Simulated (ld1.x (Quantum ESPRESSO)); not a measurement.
# An all-electron radial function and its pseudo partner (Li (Z = 3))

Columns: radius, all-electron u(r) and pseudo u(r) of the 1s shell (level -51.85 eV) of lithium in the configuration 1s2 2s1 2p0; PBE, scalar-relativistic, RRKJ scheme, ld1.x (Quantum ESPRESSO) 7.5.

```
r (bohr)  all-electron  pseudo
   0.210        1.0497  1.0635
   0.420        1.1650  1.1650
   0.630        0.9978  0.9978
   0.840        0.7760  0.7760
   1.050        0.5753  0.5753
   1.260        0.4150  0.4150
   1.470        0.2938  0.2938
   1.680        0.2050  0.2050
   1.890        0.1418  0.1418
   2.100        0.0978  0.0978
   2.310        0.0672  0.0672
   2.520        0.0460  0.0460
   2.730        0.0314  0.0314
   2.940        0.0214  0.0214
   3.150        0.0146  0.0146
   3.360        0.0099  0.0099
   3.570        0.0067  0.0067
   3.780        0.0045  0.0045
   3.990        0.0031  0.0031
   4.200        0.0021  0.0021
   4.410        0.0014  0.0014
   4.620        0.0009  0.0009
   4.830        0.0006  0.0006
   5.040        0.0004  0.0004
   5.250        0.0003  0.0003
   5.460        0.0002  0.0002
```

(1) How many radial nodes do the two functions have?

(2) At about which radius was the pseudo-wave matched?

(3) Where does each function peak?

(4) Is the pseudo-wave norm-conserving?

Answers

(1) The all-electron 1s function has n − l − 1 = 0; the pseudo-wave has 0.

(2) 0.40 bohr, where the columns begin to agree (steps of 0.21 bohr).

(3) Outermost all-electron maximum near 0.42 bohr, pseudo maximum near 0.42 bohr (to the table’s step).

(4) Yes: the RRKJ scheme keeps the norm inside the radius equal to the all-electron one, which fixes the energy derivative of the logarithmic derivative at the level.
